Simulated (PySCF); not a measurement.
Ligands exchanged one at a time, Al CH3-SH. Gas-phase values, no solvent. One relaxed conformer stands for each flexible species; it need not be the lowest. Strings in code marks are SMILES.

The HOMO from two functionals at the same geometries (CAM-B3LYP-D3(BJ)/def2-TZVP), both in PySCF: PBE-D3(BJ)/def2-TZVP and CAM-B3LYP-D3(BJ)/def2-TZVP. 

| species | PBE-D3(BJ)/def2-TZVP (eV) | CAM-B3LYP-D3(BJ)/def2-TZVP (eV) |
|---|---|---|
| 0 of 3 CH3 replaced by SH | -6.26 | -8.93 |
| 1 of 3 CH3 replaced by SH (`[CH3][Al]([CH3])[SH]` (C–Al–S–H torsion 179°)) | -6.27 | -8.77 |
| 2 of 3 CH3 replaced by SH (`[CH3][Al]([SH])[SH]` (S–Al–S–H torsion -1°, S–Al–S–H torsion 0°)) | -6.32 | -8.82 |
| 3 of 3 CH3 replaced by SH (`[SH][Al]([SH])[SH]`) | -6.52 | -9.02 |

Over these rows, drawn at random from the members with no instability flagged (it was tested for open shells, ions and some series alone), PBE minus CAM-B3LYP-D3(BJ): mean +2.54 eV, from +2.50 eV to +2.67 eV.
